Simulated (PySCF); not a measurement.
Polarisability and C₆ of Te⁺ (tellurium, charge +1)

[Kr] 4d10 5s2 5p3, high-spin 4S determinant. Calculation: PySCF 2.14, in aug-cc-pwCVTZ-PP with ECP28MDF (8s7p6d4f1g, 96 functions); scalar relativity through the core potential. Coupled (time-dependent) response in atomic units; α is the mean over directions.

```tsv
method	mean α (bohr³)	C₆ (like pair)	S(−4)
UHF	22.37	191.1	104.8
PBE	22.55	191.7	110.8
PBE0	22.21	188.7	104.9
wB97X-V	22.15	188.0	104.3
```

S(−4) is the Cauchy moment in α(ω) = α(0) + S(−4) ω² + …

α(iu) at PBE:

```
u (hartree)  α(iu) (bohr³)
          0          22.55
     0.0500          22.27
      0.100          21.50
      0.200          18.94
      0.300          15.94
      0.500          10.91
      0.750          7.111
       1.00          5.021
       1.50          3.001
       2.00          2.073
       3.00          1.210
       5.00         0.5746
```

A single London oscillator, α(iu) = α/(1 + u²/ω²), gives C₆ = (3/4) ω α². Matching the computed C₆ needs ω = 4 × 191.7 / (3 × 22.55²) = 0.503 hartree.

For an ion, C₆ is the dispersion term alone; charge-induced terms of lower order in 1/R come first.

Energies and moments cover only the electrons outside the core potential.
